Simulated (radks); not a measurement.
Valence configurations of neutral ytterbium (all share [Xe] 4f14). Calculated with a radial shooting solver on a logarithmic mesh with Libxc functionals: scalar-relativistic Kohn-Sham, SCAN, spin-polarised, spherical densities, finite nucleus; open shells are filled with parallel spins first (spin-orbit coupling, left out, can overturn this in heavy ions); meta-GGA in the generalised Kohn-Sham scheme; Fermi nuclear charge, rms radius 5.3108 fm. Energies are relative to 6s2; eigenvalues in eV for spin up.

valence,E (eV),moment (Bohr magnetons),e(5d),e(6p),e(6s)
6s2,0.000,0,-,-,-4.081
6s1 6p1,2.366,2,-,-2.088,-5.448
5d1 6s1,2.789,2,-0.835,-,-4.617
5d1 6s0.5 6p0.5,4.370,2,-1.239,-1.768,-4.855
6p2,5.676,2,-,-2.661,-

NIST lists [Xe] 4f14 6s2 as the ground configuration; this level of theory agrees among the configurations tried. The energies are those of spherical high-spin densities, not of single terms. No valid solution was reached for [Xe] 4f13 5d1 6s2; [Xe] 4f13.5 5d1 6s1.5; [Xe] 4f13.5 6s2 6p0.5; [Xe] 4f13 5d1 6s1.5 6p0.5; [Xe] 4f14 6s1.5 6p0.5.
